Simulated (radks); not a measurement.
Species: Sc. Configuration: [Ar] 4s2 4p1 (not the ground configuration). Calculated with a radial shooting solver on a logarithmic mesh with Libxc functionals: Dirac Kohn-Sham, PBE, spin-unpolarised, spherical densities, point nucleus; open shells fill j = l - 1/2 first.

Radial electron density D(r) = 4 pi r^2 rho(r):

r (bohr),D(r) (e/bohr)
0.004764,1.537
0.006303,2.506
0.00834,4.000
0.01095,6.138
0.01448,9.205
0.01901,13.04
0.02516,17.56
0.03302,21.73
0.04369,24.50
0.05781,24.51
0.07587,21.92
0.1004,18.88
0.1318,18.89
0.1744,22.85
0.2289,26.32
0.3028,23.47
0.4006,14.57
0.5259,7.749
0.6958,7.340
0.9133,8.795
1.208,6.800
1.586,3.223
2.099,1.336
2.777,1.064
3.645,0.8805
4.823,0.4452
6.33,0.1376
8.376,0.02507
10.99,0.002707
14.55,0.0001259

D(r) has 3 maxima, at r = 0.0505, 0.238, 0.921 bohr, and minima at 0.115, 0.607 bohr, inside which lie 2.14, 10.34 electrons.
